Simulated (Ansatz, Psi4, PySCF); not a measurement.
F$_{3}$OSi, doublet, at a GFN2-xTB geometry. Base run: PySCF with CCSD(T)/STO-3G.

Input for PySCF:
```python
from pyscf import gto, scf, cc

mol = gto.Mole()
mol.atom = '''
    O     1.63806956   -0.17665341    0.19951219
    Si    0.09099432   -0.00981305    0.01108285
    F    -0.34921159    1.48117889   -0.30939957
    F    -0.74988398   -0.42632996    1.29131116
    F    -0.49851299   -0.88255894   -1.17649576
'''
mol.basis = 'sto-3g'
mol.spin = 1
mol.verbose = 4
mol.build()

mf = scf.UHF(mol)
mf.kernel()

mycc = cc.CCSD(mf)
mycc.kernel()
et = mycc.ccsd_t()
print('E(CCSD(T)) = %.10f' % (mycc.e_tot + et))
```

The same geometry, method and basis name were run in Ansatz (a quantum-chemistry and plane-wave program) and Psi4 and PySCF, at each program's defaults and at the settings that a row names. The base is PySCF at its defaults. Differences at the defaults can come from grids, fitting, cores and function types together.

| code and settings | ΔE vs base (µEh) | basis functions | E (Eh) | SCF cycles |
|---|---|---|---|---|
| PySCF, defaults (exact integrals, spherical functions, all electrons correlated) | 0.0 | 29 | -653.71615 | 12 |
| Psi4, defaults (exact integrals, spherical functions, all electrons correlated) | 0.0 | 29 | -653.71615 | 76 |
| Ansatz, defaults (factorised integrals, spherical functions, frozen core) | 3116 | 29 | -653.71304 | - |
| PySCF, frozen core | 3106 | 29 | -653.71305 | 12 |
| Psi4, exact integrals, spherical functions, frozen core | 3106 | 29 | -653.71305 | 76 |
| Ansatz, high accuracy, frozen core | 3105 | 29 | -653.71305 | - |

Open shells are given as the SCF converged; they aren't shown to be the lowest states, and a large step between rows can be another state.
